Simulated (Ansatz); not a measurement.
`CCCl` + H₂Te → `CC[TeH]` + HCl at 298.15 K and 1 bar (substitution at a C–Cl bond).

Gas-phase electronic energies from Ansatz, PBE0-D4/def2-TZVP geometries. CBS: MP2 limit from def2 TZ/QZ plus the TZ coupled-cluster correction, frozen cores. This one scheme is used for every species. Elements past krypton have def2 core potentials. For Te outer-core shells are correlated without core-valence functions, which leaves a few kJ/mol of doubt a bond.

```
  species  CCSD(T)/CBS energy (Eh)  H − E (kJ/mol)  S (J/(mol·K))
   `CCCl`               -538.89655           188.1          274.6
     H₂Te               -268.91024            41.3          228.4
`CC[TeH]`               -347.43450           204.8          311.9
      HCl               -460.38127            26.6          186.8
```

H − E and S are ideal-gas, rigid-rotor, harmonic terms from PBE0-D4/def2-TZVP. 1 Eh = 2625.50 kJ/mol, R = 8.31446 J/(mol·K).

Q: By hand: ΔE, ΔH, ΔS and ΔG.

A: ΔE = (-347.43450) + (-460.38127) − (-538.89655) − (-268.91024) = -0.00898 Eh = -23.6 kJ/mol. Δ(H − E) = 204.8 + 26.6 − 188.1 − 41.3 = 2.0, so ΔH = -21.6 kJ/mol. ΔS = 311.9 + 186.8 − 274.6 − 228.4 = -4.3 J/(mol·K). ΔG = -21.6 − 298.15 × (-4.3)/1000 = -20.3 kJ/mol.

Q: By hand: the equilibrium constant, and the temperature at which ΔG would vanish if ΔH and ΔS stayed fixed.

A: log₁₀ K = −ΔG/(RT ln 10) = 3.6. ΔG = 0 at ΔH/ΔS = 5023 K, far beyond where these terms or the molecules hold.

The number of gas molecules stays the same, so ΔS is small and ΔH decides. A doubt of 5 kJ/mol in ΔE shifts log₁₀ K by 0.9 here. These are equilibria of isolated gas molecules and say nothing of rates. Largest T1 diagnostic: 0.010 (customary marks: 0.02 for closed shells, 0.045 for open ones).
